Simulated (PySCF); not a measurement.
This PySCF input asks for the NMR shieldings of `CC([Si@H]1C(B)=CO1)=C`, C$_{5}$H$_{9}$BOSi; the geometry comes from GFN2-xTB.

```python
import basis_set_exchange as bse
import numpy as np
from pyscf import gto, dft
from pyscf.prop import nmr

atoms = """
B     2.854979    0.978839   -0.129500
C     1.818537   -0.122313   -0.092890
C     1.920288   -1.421257    0.287619
O     0.730828   -2.032809    0.134281
Si    0.014817   -0.572074   -0.493511
C    -1.434995   -0.013727    0.561305
C    -1.820993   -0.675910    1.645653
C    -2.137768    1.226087    0.099452
H     2.582434    2.041801   -0.538178
H     3.938393    0.755986    0.257634
H     2.743451   -2.010080    0.663621
H    -0.311328   -0.844139   -1.889978
H    -2.659668   -0.352902    2.244643
H    -1.316918   -1.569949    1.970700
H    -1.439905    2.060220    0.063223
H    -2.961476    1.483247    0.761823
H    -2.527675    1.081011   -0.906345
"""
names = dict.fromkeys(["B", "C", "O", "Si", "H"], "pcSseg-1")
basis = {el: gto.basis.parse(bse.get_basis(n, elements=[el], fmt="nwchem")) for el, n in names.items()}
mol = gto.M(atom=atoms, basis=basis, charge=0, verbose=0)
mf = dft.RKS(mol, xc="PBE0")
mf.grids.level = 2
mf.grids.alignment = dft.numint.BLKSIZE   # the property module wants whole blocks of grid points
mf.conv_tol = 1e-9
mf.kernel()

calc = nmr.RKS(mf)   # GIAO
C = mf.mo_coeff
Co = C[:, mf.mo_occ > 0]
resp = mf.gen_response(singlet=True, hermi=2)
def vind(x):   # induced exchange potential for any number of trial vectors
    d = np.einsum("pi,xij,qj->xpq", C, 2 * x.reshape(-1, C.shape[1], Co.shape[1]), Co, optimize=True)
    return np.einsum("xpq,pi,qj->xij", resp(d - d.transpose(0, 2, 1)), C, Co, optimize=True).ravel()
mo1, _ = nmr.rhf.solve_mo1(calc, with_cphf=vind)
sigma = calc.kernel(mo1)
for i, s in enumerate(sigma):   # ppm
    print("%2d %-2s %9.2f" % (i, mol.atom_pure_symbol(i), np.trace(s) / 3))
```

Question: Give the expected output.

Answer: 
```
 0 B      40.41
 1 C      49.37
 2 C     -10.30
 3 O     118.04
 4 Si    318.42
 5 C      38.05
 6 C      50.05
 7 C     162.86
 8 H      25.48
 9 H      25.23
10 H      23.32
11 H      25.69
12 H      25.34
13 H      25.66
14 H      29.58
15 H      29.63
16 H      29.63
```

These numbers come from an equivalent density-fitted implementation of the same equations, which agrees with the script to about 0.01 ppm for H and up to a few tenths of a ppm for heavy atoms, so last digits may differ.

Size and cost of the density-fitted run: 188 basis functions, 52 s wall time on 1 thread of an Arm Neoverse N1, shared host; peak memory 0.96 GiB.
